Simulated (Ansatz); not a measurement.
Geometry optimisation, RKS PBE0-D4/def2-SVP in Ansatz 0.2.0.

The input (input.yaml):

```yaml
crystal:
  periodic: [false, false, false]
  atoms:
    - { symbol: W, position_ang: [0.305224, 0.24339, -0.385399] }
    - { symbol: F, position_ang: [-0.09172, 0.099329, 2.631039] }
    - { symbol: H, position_ang: [1.455343, -0.636004, 0.43168] }
    - { symbol: H, position_ang: [-0.579082, 1.466124, 0.32636] }
    - { symbol: H, position_ang: [-1.273947, -0.094395, 0.071014] }
    - { symbol: H, position_ang: [-0.092591, -1.320693, 0.098621] }
    - { symbol: H, position_ang: [0.523164, 0.359944, -2.08708] }
    - { symbol: S, position_ang: [1.757313, 1.874199, 0.610732] }
    - { symbol: H, position_ang: [2.940701, 1.215047, 0.666417] }
    - { symbol: H, position_ang: [0.515195, 0.79746, 2.618116] }
basis:
  gaussian: { orbitals: def2-SVP }
hamiltonian:
  xc: pbe0
  dispersion: d4
relax:
  f_tol: 0.03
  max_steps: 50
output:
  orbitals: {}
```

Run as:

```bash
$ ansatz run input.yaml --threads 2 --pin off --max-ram 3072MiB --backend cpu --events-out ev --progress --plain --runs-dir out
```

**Question.** Where does it end, and by what steps?

**Answer.** The forces met the threshold. After 8 steps the energy has fallen by 0.069 eV; H10 moved furthest, 0.27 Å.

```json
{"step": "0", "energy less start (eV)": "0.0000", "largest force component (eV/Å)": "0.478", "accepted": "yes"}
{"step": "1", "energy less start (eV)": "-0.0540", "largest force component (eV/Å)": "0.334", "accepted": "yes"}
{"step": "2", "energy less start (eV)": "-0.0543", "largest force component (eV/Å)": "0.518", "accepted": "yes"}
{"step": "3", "energy less start (eV)": "0.0032", "largest force component (eV/Å)": "1.977", "accepted": "no"}
{"step": "4", "energy less start (eV)": "-0.0617", "largest force component (eV/Å)": "0.134", "accepted": "yes"}
{"step": "5", "energy less start (eV)": "-0.0599", "largest force component (eV/Å)": "0.608", "accepted": "no"}
{"step": "6", "energy less start (eV)": "-0.0672", "largest force component (eV/Å)": "0.086", "accepted": "yes"}
{"step": "7", "energy less start (eV)": "-0.0690", "largest force component (eV/Å)": "0.060", "accepted": "yes"}
{"step": "8", "energy less start (eV)": "-0.0692", "largest force component (eV/Å)": "0.030", "accepted": "yes"}
```

```xyz
10
Properties=species:S:1:pos:R:3
W 0.297 0.241 -0.319
F -0.017 0.112 2.410
H 1.448 -0.647 0.487
H -0.605 1.457 0.378
H -1.293 -0.085 0.105
H -0.117 -1.328 0.136
H 0.529 0.371 -2.020
S 1.709 1.849 0.687
H 2.908 1.216 0.754
H 0.601 0.817 2.365
```

Whether the end is a true minimum wasn't checked by a vibrational analysis.

Time of the run: 35 s on 2 threads of Arm Neoverse V1, on a shared host, peak memory 0.21 GiB.
